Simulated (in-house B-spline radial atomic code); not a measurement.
## Removing one electron from As XXX (As29+)

Closed shell [He] 2s2. Computed with a B-spline radial code for spherical atoms: Koopmans values of Dirac-Hartree-Fock plus a diagonal self-energy, in second order or with its direct term screened (direct RPA, with the hole-particle interaction, or full time-dependent Hartree-Fock), linearised in energy; no-pair Dirac-Coulomb Hamiltonian, finite nucleus. Shifts add to the Koopmans value (the ΔSCF shift is orbital relaxation alone); the final value takes TDHF screening with Breit and QED.

Command:
```bash
python run_mb.py task.json out
```
Settings (nuclear radius in fm, box in bohr, cutoff in hartree):
```
basis_form          2
Z                   33
core_configuration  [He] 2s2
rms_radius          4.0968
mass_number         75
speed_of_light      137.036
box_radius          3.656
lmax                7
intervals           59
virtual_cutoff      4356.0
```

Time taken, with all properties: 0.5 s on 1 thread of Intel(R) Xeon(R) 6975P-C (shared host).

Energies in eV:

```
subshell  Koopmans  ΔSCF shift  second order  direct RPA  hole-particle  TDHF  Breit + QED  final
   2s1/2   3281.95      -0.295             ?           ?              ?     ?            ?      ?
```

What does the self-energy do to 2s1/2?

It shifts the removal energy by 4.962 eV in second order, 2.502 with direct RPA, 3.358 with the hole-particle term and 5.005 with TDHF screening (quasi-particle weight 0.983); Breit and QED add -2.406 eV. The final value is 3284.55 eV, against 3287 ± 3 eV (NIST, semi-empirical). The mixing of s² with p² in the ground state is caught to low order only, which falls short in light ions.
